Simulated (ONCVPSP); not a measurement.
# Reading a pseudo-wave (F (Z = 9))

Columns: radius, all-electron u(r) and pseudo u(r) of the 2p shell (level -11.05 eV) of fluorine in the configuration [He] 2s2 2p5; PBEsol, scalar-relativistic, ONCV scheme, ONCVPSP 4.0.1.

| r (bohr) | all-electron | pseudo |
| --- | --- | --- |
| 0.062 | 0.0626 | 0.0238 |
| 0.125 | 0.1955 | 0.0936 |
| 0.188 | 0.3454 | 0.2012 |
| 0.250 | 0.4846 | 0.3320 |
| 0.312 | 0.6050 | 0.4736 |
| 0.375 | 0.7048 | 0.6140 |
| 0.438 | 0.7819 | 0.7385 |
| 0.500 | 0.8370 | 0.8368 |
| 0.562 | 0.8741 | 0.9069 |
| 0.625 | 0.8959 | 0.9489 |
| 0.688 | 0.9046 | 0.9643 |
| 0.750 | 0.9029 | 0.9586 |
| 0.812 | 0.8931 | 0.9382 |
| 0.875 | 0.8769 | 0.9083 |
| 0.938 | 0.8558 | 0.8744 |
| 1.000 | 0.8315 | 0.8406 |
| 1.062 | 0.8049 | 0.8082 |
| 1.125 | 0.7762 | 0.7769 |
| 1.188 | 0.7464 | 0.7464 |
| 1.250 | 0.7167 | 0.7166 |
| 1.312 | 0.6868 | 0.6867 |
| 1.375 | 0.6566 | 0.6566 |
| 1.438 | 0.6269 | 0.6269 |
| 1.500 | 0.5983 | 0.5982 |
| 1.562 | 0.5703 | 0.5703 |
| 1.625 | 0.5428 | 0.5428 |

Task: How many radial nodes do the two functions have?

Result: The all-electron 2p function has n − l − 1 = 0; the pseudo-wave has 0.

Task: At about which radius was the pseudo-wave matched?

Result: 1.25 bohr, where the columns begin to agree (steps of 0.06 bohr).

Task: Is the pseudo-wave norm-conserving?

Result: Yes: the ONCV scheme keeps the norm inside the radius equal to the all-electron one, which fixes the energy derivative of the logarithmic derivative at the level.
